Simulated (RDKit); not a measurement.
Input for RDKit: MMFF94 on CH2F2 (SMILES FCF).

```python
from rdkit import Chem
from rdkit.Chem import AllChem, rdDetermineBonds

blocks = [
'''5

F     0.30187978    1.14060328    3.15658084
C    -0.51113378    0.05673216    3.29864011
F     0.24904956   -1.06967796    3.20194209
H    -1.23919254    0.05746983    2.48687225
H    -0.96387939    0.08789986    4.29100610
''',
]
mol = None
for b in blocks:
    f = Chem.MolFromXYZBlock(b)
    rdDetermineBonds.DetermineBonds(f, charge=0)
    mol = f if mol is None else Chem.CombineMols(mol, f)
Chem.SanitizeMol(mol)
print(Chem.MolToSmiles(Chem.RemoveHs(mol)))
ff = AllChem.MMFFGetMoleculeForceField(mol, AllChem.MMFFGetMoleculeProperties(mol), nonBondedThresh=100.0, ignoreInterfragInteractions=False)
e = ff.CalcEnergy()
print(f'MMFF94 energy {e:.6f} kcal/mol')
```

Output:

```
FCF
MMFF94 energy 0.525162 kcal/mol
```

The run finished.

Cost: roughly 0.020 core-seconds.
